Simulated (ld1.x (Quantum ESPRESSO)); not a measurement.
**Mn (Z = 25): one change to an RRKJ potential, before and after**

* Element: Mn
* Generator: ld1.x (Quantum ESPRESSO) 7.5
* Type: norm-conserving RRKJ (Kleinman–Bylander form)
* Functional: PBE
* Relativity: scalar-relativistic
* Frozen core: [Ar]
* Valence charge: 7
* Reference configuration: 3d5 4s2 4p0
* Partial waves: 4s (bound): rc 2.40 bohr; 4p (bound, empty): rc 3.50 bohr; 3d (bound): rc 1.00 bohr
* Local potential: all-electron potential smoothed inside 2.20 bohr (lloc = -1)
* Core correction: a·sin(br)/r model core, default radius (core density twice the valence density)
* rho0: 0.01

All-electron outer shells of the reference configuration (PBE, scalar-relativistic, ld1.x):

```csv
shell,level (eV),outermost node (bohr),outermost maximum (bohr)
3s,-85.88,0.34,0.74
3p,-54.59,0.31,0.75
3d,-6.77,–,0.76
4s,-5.11,1.05,2.51
4p,-1.37,1.16,3.43
```

Change: local potential all-electron potential smoothed inside 1.64 bohr (lloc = -1).

Cutoffs: the cutoffs (Ry, on a coarse ladder) from which the occupation-weighted sum of valence levels, in a spherical-Bessel basis at the reference potential, stays within 10 and 1 mRy of its value at 400 Ry; they do not see the model core or the augmentation charge, which bear on the density cutoff. Errors are all-electron minus pseudo energies relative to the spin-unpolarised reference configuration.

Q: Predict the effect on cutoff, ghosts and configuration errors.

A: The potential gets neither clearly harder nor softer (160 Ry and 180 Ry → 160 Ry and 180 Ry); a bound ghost appears in s, which as a rule spoils a file; the number of tests that count goes from 7 to 6; of the 6 tests that both files solve, the error grows in 2 and shrinks in 1 by more than 15 % and 0.3 meV (median size 27.6 → 27.4 meV); the range in which the d phases agree widens (upper end 0.5 → 2.8). In the separable form a ghost depends on how the local part lies against the semilocal potential of the channel, so the choice of the local part can create or remove one.

| quantity | base | changed |
| --- | --- | --- |
| cutoff, loose | 160 Ry | 160 Ry |
| cutoff, tight | 180 Ry | 180 Ry |
| loose cutoff by channel (10 mRy a level) | s 12 Ry, d 140 Ry | s 18 Ry, d 140 Ry |
| bound ghosts | none | s |
| tests counted (converged, no solver errors) | 7 of 7 | 6 of 7 |
| error for 3d5 4s1 4p0, meV [ΔE 8.42 eV] | -5.8 | -12 |
| error for 3d5 4s0 4p0, meV [ΔE 24.01 eV] | -43 | -42 |
| error for 3d4 4s0 4p0, meV [ΔE 56.53 eV] | -297 | -232 |
| error for 3d5 4s1 4p1, meV [ΔE 3.86 eV] | -2.8 | -4.0 |
| error for 3d5 4s0 4p2, meV [ΔE 7.93 eV] | -12 | -11 |
| error for 3d6 4s0 4p0, meV [ΔE 6.81 eV] | -287 | -249 |
| s: phases at 3.81 bohr within 0.05 rad from the reference energy up to (Ry; the scan ends near 5) | 0.7 | 1.1 |
| p: phases at 3.81 bohr within 0.05 rad from the reference energy up to (Ry; the scan ends near 5) | 1.4 | 1.2 |
| d: phases at 3.81 bohr within 0.05 rad from the reference energy up to (Ry; the scan ends near 5) | 0.5 | 2.8 |

Changed file: Tests not counted: 3d6 4s1 4p0 (solver errors, printed error -353 eV). These tests converged, but a pseudo level misses the all-electron one widely, so the file describes the atom poorly there or has found another state: 3d4 4s0 4p0: empty 4s by 5.6 eV (a node warning on the way). A true bound ghost makes a file unfit for plane-wave use even where its test errors are small: the radial tests pick states by their node count and pass the ghost by. Where a test does run into it, the solver fails or the error is huge.
